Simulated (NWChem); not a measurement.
Species: GeCl2F2; SMILES [Cl][Ge]([Cl])([F])[F]

```xyz
5

F      0.0000    -1.3669    -1.2988
Ge     0.0000     0.0000    -0.2699
F      0.0000     1.3669    -1.2988
Cl     1.7572     0.0000     0.8941
Cl    -1.7572     0.0000     0.8941
```
Atoms are numbered in this order, from 1.

Level: PBE0/def2-SVP (NWChem), optimised geometry, unscaled harmonic frequencies. 

```
frequency (cm⁻¹)  IR intensity (km/mol)
----------------  ---------------------
137                                 0.7
166                                 0.0
195                                12.8
238                                39.3
241                                23.9
440                                19.8
492                               109.0
750                                75.4
776                                76.5
```

```json
{
 "zero_point_energy": "4.9 kcal/mol",
 "thermal correction to the enthalpy at 298.15 K (with zero-point energy)": "9.5 kcal/mol",
 "heat capacity Cv": "19.2 cal/(mol K)",
 "entropy at 298.15 K and 1 atm (symmetry number 2)": "81.5 cal/(mol K)",
 "dipole_moment": "1.19 D"
}
```

Rigid rotor and harmonic oscillator.
